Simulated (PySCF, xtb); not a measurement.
Br3In, SMILES [Br][In-]([Br])[Br], charge -1, multiplicity 2.

Harmonic wavenumbers (cm⁻¹) from GFN2-xTB (xtb) at its own minimum, in rising order: 41, 41, 42, 147, 160, 160.

Problem. What does PBE-D3(BJ)/def2-SVPD run with PySCF 2.14.0 give at its own minimum? (The exact figures need the calculation; the answer reports its results.)

Solution. 43, 43, 54, 158, 184, 184. Paired by order, the mean absolute difference is 13 cm⁻¹ and the zero-point energies are 0.8 and 1.0 kcal/mol.
